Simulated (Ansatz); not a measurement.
`[OH][Al]([F])[Br]` + HCl → `[F][Al]([Cl])[Br]` + H₂O at 500 K and 1 bar (ligand exchange at the Al–O bond).

Program: Ansatz. Geometries: PBE0-D4/def2-TZVP. ΔE: electronic, gas phase. CCSD(T)/CBS is the MP2 limit (def2-TZVPP, def2-QZVPP) plus CCSD(T) − MP2 in def2-TZVPP, frozen cores. This one scheme is used for every species. For Br outer-core shells are correlated without core-valence functions, which leaves a few kJ/mol of doubt a bond. Scalar relativity is left out up to krypton. One conformer a species, not always the lowest.

| species | CCSD(T)/CBS energy (Eh) | H − E (kJ/mol) | S (J/(mol·K)) |
| --- | --- | --- | --- |
| `[OH][Al]([F])[Br]` | -2991.11301 | 80.0 | 366.3 |
| HCl | -460.38127 | 32.5 | 201.9 |
| `[F][Al]([Cl])[Br]` | -3375.12363 | 45.2 | 366.4 |
| H₂O | -76.37941 | 73.2 | 206.3 |

H − E and S are ideal-gas, rigid-rotor, harmonic terms from PBE0-D4/def2-TZVP, for one conformer and one mirror image of each species. 1 Eh = 2625.50 kJ/mol, R = 8.31446 J/(mol·K).

**Question.** By hand: ΔE, ΔH, ΔS and ΔG.

**Answer.** ΔE = (-3375.12363) + (-76.37941) − (-2991.11301) − (-460.38127) = -0.00876 Eh = -23.0 kJ/mol. Δ(H − E) = 45.2 + 73.2 − 80.0 − 32.5 = 5.9, so ΔH = -17.1 kJ/mol. ΔS = 366.4 + 206.3 − 366.3 − 201.9 = 4.5 J/(mol·K). ΔG = -17.1 − 500 × (4.5)/1000 = -19.4 kJ/mol.

**Question.** By hand: the equilibrium constant, and the temperature at which ΔG would vanish if ΔH and ΔS stayed fixed.

**Answer.** log₁₀ K = −ΔG/(RT ln 10) = 2.0. ΔH and −TΔS have one sign here, so there is no such temperature. One of them is within its doubt of zero, so this could turn.

The number of gas molecules stays the same, so ΔS is small and ΔH decides. A doubt of 5 kJ/mol in ΔE shifts log₁₀ K by 0.5 here. Other conformers and mirror images would add mixing entropy, several J/(mol·K) or more a flexible species. These are equilibria of isolated gas molecules and say nothing of rates. Largest T1 diagnostic: 0.010 (customary marks: 0.02 for closed shells, 0.045 for open ones).
